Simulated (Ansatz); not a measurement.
`CO[SiH](O)O[SiH2]O` and `CO[SiH](O)[SiH2]O` differ in one atom or group.

Ansatz, PBE0-D4/def2-TZVP geometries, multiplicity 1. Each molecule was computed in one conformer, which needn't be the lowest.

| property | `CO[SiH](O)O[SiH2]O` |
| --- | --- |
| size of the dipole moment (B3LYP/def2-TZVPP) / D | 2.96 |
| HOMO energy (PBE0/def2-TZVPP) / eV | -8.37 |
| LUMO energy (B3LYP/def2-TZVPP) / eV | 0.31 |
| HOMO–LUMO gap (PBE/def2-TZVPP) / eV | 6.67 |
| LUMO energy (PBE0/def2-TZVPP) / eV | 0.66 |
| LUMO energy (ωB97M-V/def2-TZVPP) / eV | 2.11 |

Q: Give the same properties after the change, and the shifts. (Best estimate.)

A: Computed: 
```tsv
property	`CO[SiH](O)[SiH2]O`	shift
size of the dipole moment (B3LYP/def2-TZVPP) / D	1.11	-1.85
HOMO energy (PBE0/def2-TZVPP) / eV	-7.39	0.98
LUMO energy (B3LYP/def2-TZVPP) / eV	-0.69	-1.00
HOMO–LUMO gap (PBE/def2-TZVPP) / eV	4.75	-1.92
LUMO energy (PBE0/def2-TZVPP) / eV	-0.47	-1.13
LUMO energy (ωB97M-V/def2-TZVPP) / eV	1.19	-0.92
```

With PBE0 the HOMO rises by 0.98 eV and the LUMO falls by 1.13 eV, so the gap narrows by about 2.11 eV. PBE moves the HOMO by 0.80 eV and ωB97M-V by 1.17 eV. Dipoles are sizes alone; their direction can turn.

B3LYP here is the variant with VWN-RPA as its local correlation; programs differ in this.
